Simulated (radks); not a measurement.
Ionisation of the tin ion Sn+, [Kr] 4d10 5s2 5p1, to [Kr] 4d10 5s2 as the strength of local exchange is varied. All-electron calculation, Dirac Kohn-Sham, Slater X-alpha exchange (alpha = 2/3 is LDA exchange), no correlation, spin-unpolarised, spherical densities, finite nucleus; open shells fill j = l - 1/2 first; Fermi nuclear charge, rms radius 4.6519 fm. Program: a radial shooting solver on a logarithmic mesh with Libxc functionals.

alpha  E(Sn+) (hartree)  exchange (hartree)  IE (eV)  -e of the level emptied (eV)  <r> of it (bohr)
0.582       -6148.89318          -134.73227   12.823                 9.077 (5p1/2)             2.937
0.604       -6153.98820          -139.93793   13.009                 9.249 (5p1/2)             2.918
0.667       -6168.60120          -154.89027   13.548                 9.748 (5p1/2)             2.864
0.715       -6179.75749          -166.32753   13.967                10.137 (5p1/2)             2.825
0.863       -6214.27883          -201.83703   15.296                11.382 (5p1/2)             2.714
0.894       -6221.53312          -209.32157   15.582                11.651 (5p1/2)             2.692
0.935       -6231.13998          -219.24532   15.964                12.011 (5p1/2)             2.664
?           -6150.05078          -135.91466   12.865                 9.116 (5p1/2)             2.932

Which alpha was used in the last row?

Answer. alpha = 0.587. NIST Atomic Spectra Database: 14.633 eV (measured). The Delta-SCF value meets it near alpha = 0.79. Spin polarisation and multiplet splitting are left out, so open shells lie too high by an amount that depends on their filling.

Beside tabulated values, note that spin-unpolarised runs miss the spin-polarisation part of the exchange energy of open shells.
